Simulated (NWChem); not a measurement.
System: C4H6Si; SMILES C#C/C=C/[SiH3]

Here is an NWChem input.

```
start job
memory heap 200 mb stack 900 mb global 1100 mb
geometry units angstroms noautoz
  C      0.145907    -3.234536     0.000000
  C     -0.107554    -2.046846     0.000000
  C     -0.435516    -0.661630     0.000000
  C      0.466759     0.341118     0.000000
  Si    -0.007335     2.148946     0.000000
  H      0.377563    -4.283806     0.000000
  H     -1.509759    -0.432425     0.000000
  H      1.528951     0.065363     0.000000
  H     -1.497772     2.259508     0.000000
  H      0.542608     2.839364     1.207684
  H      0.542608     2.839364    -1.207684
end
basis spherical
  * library def2-svp
end
dft
  xc xpbe96 cpbe96
  iterations 150
  mulliken
end
task dft energy
```

Parts of the log:

```
             Northwest Computational Chemistry Package (NWChem) 7.3.0
             --------------------------------------------------------

 CS  symmetry detected

                             Geometry "geometry" -> ""
                             -------------------------

 Output coordinates in angstroms (scale by  1.889725989 to convert to a.u.)

  No.       Tag          Charge          X              Y              Z
 ---- ---------------- ---------- -------------- -------------- --------------
    1 C                    6.0000     0.14633352    -3.22879052     0.00000000
    2 C                    6.0000    -0.10978398    -2.04167054     0.00000000
    3 C                    6.0000    -0.44084420    -0.65719173     0.00000000
    4 C                    6.0000     0.45918516     0.34757235     0.00000000
    5 Si                  14.0000    -0.01895217     2.15433517     0.00000000
    6 H                    1.0000     0.38033640    -4.27753962     0.00000000
    7 H                    1.0000    -1.51559730    -0.43039063     0.00000000
    8 H                    1.0000     1.52199143     0.07419441     0.00000000
    9 H                    1.0000    -1.50963280     2.26156245     0.00000000
   10 H                    1.0000     0.52944483     2.84598179     1.20768400
   11 H                    1.0000     0.52944483     2.84598179    -1.20768400

 Effective nuclear repulsion energy (a.u.)     174.1850847847

      Symmetry information
      --------------------

 Group name             Cs
 Group number              2
 Group order               2
 No. of unique centers    10

  pbe96 is a nonlocal functional; adding pw91lda local functional.

                                 NWChem DFT Module
                                 -----------------

 Summary of "ao basis" -> "ao basis" (spherical)
 ------------------------------------------------------------------------------
       Tag                 Description            Shells   Functions and Types
 ---------------- ------------------------------  ------  ---------------------
 C                          def2-svp                 6       14   3s2p1d
 Si                         def2-svp                 8       18   4s3p1d
 H                          def2-svp                 3        5   2s1p

      Symmetry analysis of basis
      --------------------------

        a'         74
        a"         30

            General Information
            -------------------
          SCF calculation type: DFT
          Wavefunction type:  closed shell.
          No. of atoms     :    11
          No. of electrons :    44
           Alpha electrons :    22
            Beta electrons :    22
          Charge           :     0
          Spin multiplicity:     1
          Use of symmetry is: on ; symmetry adaption is: on
          Maximum number of iterations: 150
          AO basis - number of functions:   104
                     number of shells:    50
          Convergence on energy requested:  1.00D-06
          Convergence on density requested:  1.00D-05
          Convergence on gradient requested:  5.00D-04

              XC Information
              --------------
          PerdewBurkeErnzerhof Exchange Functional  1.000
            Perdew 1991 LDA Correlation Functional  1.000 local
           PerdewBurkeErnz. Correlation Functional  1.000 non-local

             Grid Information
             ----------------
          Grid used for XC integration:  medium
          Radial quadrature: Mura-Knowles
          Angular quadrature: Lebedev.
          Tag              B.-S. Rad. Rad. Pts. Rad. Cut. Ang. Pts.
          ---              ---------- --------- --------- ---------
          C                   0.70       49          14.0       434
          Si                  1.10       88          14.0       590
          H                   0.35       45          15.0       434
          Grid pruning is: on
          Number of quadrature shells:   509
          Spatial weights used:  Erf1

      Superposition of Atomic Density Guess
      -------------------------------------

 Sum of atomic energies:        -442.23346051

      Non-variational initial energy
      ------------------------------

 Total energy =    -444.874487
 1-e energy   =    -950.271614
 2-e energy   =     331.212042
 HOMO         =      -0.292072
 LUMO         =      -0.052538

      Symmetry analysis of molecular orbitals - initial
      -------------------------------------------------

  Numbering of irreducible representations:

     1 a'          2 a"

  Orbital symmetries:

     1 a'          2 a'          3 a'          4 a'          5 a'
     6 a'          7 a'          8 a'          9 a"         10 a'
    11 a'         12 a'         13 a'         14 a'         15 a'
    16 a'         17 a"         18 a'         19 a"         20 a'
    21 a'         22 a"         23 a"         24 a'         25 a'
    26 a'         27 a"         28 a'         29 a"         30 a'
    31 a'         32 a'

     ---------------------------------------------
      Total Density - Mulliken Population Analysis
     ---------------------------------------------

    Atom       Charge   Shell Charges
 -----------   ------   -------------------------------------------------------
    1 C    6     6.36   1.99  0.98  0.61  1.93  0.81  0.03
    2 C    6     5.86   1.99  0.98  0.25  1.93  0.67  0.04
    3 C    6     6.02   1.99  0.96  0.24  1.89  0.91  0.04
    4 C    6     6.33   1.99  0.99  0.32  1.97  1.04  0.02
    5 Si  14    13.55   2.00  1.99  1.00  0.28  5.94  1.14  1.07  0.13
    6 H    1     0.87   0.62  0.22  0.03
    7 H    1     0.89   0.66  0.20  0.02
    8 H    1     0.89   0.66  0.21  0.02
    9 H    1     1.07   0.70  0.37  0.01
   10 H    1     1.07   0.70  0.37  0.01
   11 H    1     1.07   0.70  0.37  0.01

   convergence    iter        energy       DeltaE   RMS-Dens  Diis-err
 ---------------- ----- ----------------- --------- --------- ---------
 d= 0,ls=0.0,diis     1   -444.8104664702 -6.19D+02  8.45D-03  4.12D-01
 d= 0,ls=0.0,diis     2   -444.8430111756 -3.25D-02  4.60D-03  9.70D-02
 d= 0,ls=0.0,diis     3   -444.8374975041  5.51D-03  2.84D-03  1.44D-01
 d= 0,ls=0.0,diis     4   -444.8533534986 -1.59D-02  1.09D-03  2.81D-02
 d= 0,ls=0.0,diis     5   -444.8569280368 -3.57D-03  3.84D-04  1.38D-03
  Resetting Diis
 d= 0,ls=0.0,diis     6   -444.8570300852 -1.02D-04  1.95D-04  5.67D-04
 d= 0,ls=0.0,diis     7   -444.8571211726 -9.11D-05  1.13D-04  2.27D-05
 d= 0,ls=0.0,diis     8   -444.8571050877  1.61D-05  8.60D-05  1.26D-04
 d= 0,ls=0.0,diis     9   -444.8571235863 -1.85D-05  1.88D-05  6.78D-06
 d= 0,ls=0.0,diis    10   -444.8571245640 -9.78D-07  4.91D-06  4.45D-07

         Total DFT energy =     -444.857124564048
      One electron energy =     -954.583523349854
           Coulomb energy =      379.854376957359
    Exchange-Corr. energy =      -44.313062956227
 Nuclear repulsion energy =      174.185084784674

 Numeric. integr. density =       43.999987315663

                  Occupations of the irreducible representations
                  ----------------------------------------------

                     irrep           alpha         beta
                     --------     --------     --------
                     a'               18.0         18.0
                     a"                4.0          4.0

                       DFT Final Molecular Orbital Analysis
                       ------------------------------------

 Vector   20  Occ=2.000000D+00  E=-2.984231D-01  Symmetry=a'
              MO Center=  1.8D-02,  8.3D-01,  8.1D-14, r^2= 3.1D+00
   Bfn.  Coefficient  Atom+Function         Bfn.  Coefficient  Atom+Function
  ----- ------------  ---------------      ----- ------------  ---------------
    47      0.320641   4 C  py               85     -0.242127   8 H  s
    65     -0.239404   5 Si py               46     -0.222754   4 C  px
    90     -0.183812   9 H  s                80     -0.175682   7 H  s
    68     -0.151765   5 Si py               86     -0.150638   8 H  s
    50      0.141698   4 C  py               62      0.130883   5 Si py

 Vector   21  Occ=2.000000D+00  E=-2.504771D-01  Symmetry=a'
              MO Center= -6.8D-03, -2.5D+00,  2.9D-16, r^2= 2.0D+00
   Bfn.  Coefficient  Atom+Function         Bfn.  Coefficient  Atom+Function
  ----- ------------  ---------------      ----- ------------  ---------------
     4      0.423809   1 C  px               18      0.397063   2 C  px
     7      0.253862   1 C  px               21      0.202085   2 C  px
    80      0.123696   7 H  s                47      0.109777   4 C  py
    45     -0.101587   4 C  s                32     -0.100260   3 C  px
    19      0.091116   2 C  py                5      0.090410   1 C  py

 Vector   22  Occ=2.000000D+00  E=-2.267018D-01  Symmetry=a"
              MO Center=  1.3D-01, -1.2D+00,  1.4D-15, r^2= 4.5D+00
   Bfn.  Coefficient  Atom+Function         Bfn.  Coefficient  Atom+Function
  ----- ------------  ---------------      ----- ------------  ---------------
     6      0.358515   1 C  pz               48     -0.333470   4 C  pz
    20      0.257849   2 C  pz               34     -0.234888   3 C  pz
    51     -0.235179   4 C  pz                9      0.229482   1 C  pz
    37     -0.157804   3 C  pz               23      0.147412   2 C  pz
    95      0.098809  10 H  s                96      0.098642  10 H  s

[...]
```

Level: PBE/def2-SVP. Geometry: optimised at PBE0/def2-SVP.
